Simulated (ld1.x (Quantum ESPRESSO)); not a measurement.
What the settings do to the TM potential of selenium

Base potential:

```json
{
  "Element": "Se",
  "Generator": "ld1.x (Quantum ESPRESSO) 7.5",
  "Type": "norm-conserving Troullier–Martins (Kleinman–Bylander form)",
  "Functional": "PBEsol",
  "Relativity": "scalar-relativistic",
  "Frozen core": "[Ar] 3d10",
  "Valence charge": "6",
  "Reference configuration": "4s2 4p3 (charge +1)",
  "Partial waves": "4s (bound): rc 1.20 bohr; 4p (bound): rc 1.90 bohr; 4d channel at 0.1 Ry: rc 1.95 bohr",
  "Local potential": "all-electron potential smoothed inside 1.20 bohr (lloc = -1)",
  "Core correction": "none"
}
```

All-electron outer shells of the reference configuration (PBEsol, scalar-relativistic, ld1.x):

| shell | level (eV) | outermost node (bohr) | outermost maximum (bohr) |
| --- | --- | --- | --- |
| 4s | -26.88 | 0.70 | 1.49 |
| 4p | -15.42 | 0.74 | 1.75 |

Cutoffs, loose and tight: the cutoffs (Ry, on a coarse ladder) from which the occupation-weighted sum of valence levels, in a spherical-Bessel basis at the reference potential, stays within 10 and 1 mRy of its value at 400 Ry. They do not see the model core or the augmentation charge, which bear on the density cutoff. Test errors are all-electron minus pseudo excitation energies from the reference, over the configurations 4s2 4p4; 4s2 4p2; 4s2 4p1; 4s2 4p4.3; 4s2 4p0; 4s1 4p4; 4s2 4p3.5. A dash means not determined; rows that change the core or the reference have their own tests. The largest error is taken over the tests solved by every variant that gives reliable tests at all: 4s1 4p4; 4s2 4p1; 4s2 4p2; 4s2 4p3.5.

A true bound ghost makes a file unfit for plane-wave use even where its test errors are small: the radial tests pick states by their node count and pass the ghost by. Where a test does run into it, the solver fails or the error is huge.

| change | outcome | cutoff, loose | cutoff, tight | bound ghosts | largest test error (meV) |
| --- | --- | --- | --- | --- | --- |
| base | generated | 80 Ry | 160 Ry | s | -66 |
| all radii scaled by about 0.81 (s 0.98, p 1.54, d 1.58 bohr); local potential all-electron potential smoothed inside 0.98 bohr (lloc = -1) | generated | 230 Ry | over 300 Ry | s | +36 |
| all radii scaled by about 0.90 (s 1.08, p 1.72, d 1.76 bohr); local potential all-electron potential smoothed inside 1.08 bohr (lloc = -1) | generated | 80 Ry | 300 Ry | s | -35 |
| all radii scaled by about 1.12 (s 1.34, p 2.14, d 2.18 bohr); local potential all-electron potential smoothed inside 1.34 bohr (lloc = -1) | generated | 40 Ry | 80 Ry | none | +21 |
| all radii scaled by about 1.16 (s 1.38, p 2.20, d 2.26 bohr); local potential all-electron potential smoothed inside 1.38 bohr (lloc = -1) | generated | 40 Ry | 55 Ry | none | +7.9 |
| all radii scaled by about 1.24 (s 1.50, p 2.36, d 2.42 bohr); local potential all-electron potential smoothed inside 1.50 bohr (lloc = -1) | generated | 40 Ry | 55 Ry | none | -24 |
| all radii scaled by about 1.30 (s 1.56, p 2.48, d 2.54 bohr); local potential all-electron potential smoothed inside 1.56 bohr (lloc = -1) | generated | 40 Ry | 55 Ry | none | -34 |
| all radii scaled by about 1.40 (s 1.68, p 2.66, d 2.74 bohr); local potential all-electron potential smoothed inside 1.68 bohr (lloc = -1) | generated | 35 Ry | 50 Ry | none | -48 |

Problem. What comes out with this change to the base: all radii scaled by about 1.05 (s 1.26, p 1.98, d 2.04 bohr); local potential all-electron potential smoothed inside 1.26 bohr (lloc = -1)?

Solution. outcome: generated; cutoff, loose: 45 Ry; cutoff, tight: 110 Ry; bound ghosts: s; largest test error (meV): +1044.

Problem. What comes out with this change to the base: all radii scaled by about 0.77 (s 0.92, p 1.46, d 1.50 bohr); local potential all-electron potential smoothed inside 0.92 bohr (lloc = -1)?

Solution. outcome: generated; cutoff, loose: 300 Ry; cutoff, tight: over 300 Ry; bound ghosts: s; largest test error (meV): +50.

Reading the sweep of the scale of all radii (base = 1) (base included, trends over the rows without a ghost): The loose cutoff stays near 40 Ry. The median size of the test errors (rows with all tests solved) is not monotonic: lowest 3.1 meV at 1.16, highest 8.5 meV at 1.4. Bound ghosts are found at 0.77, 0.81, 0.9, 1, 1.05.
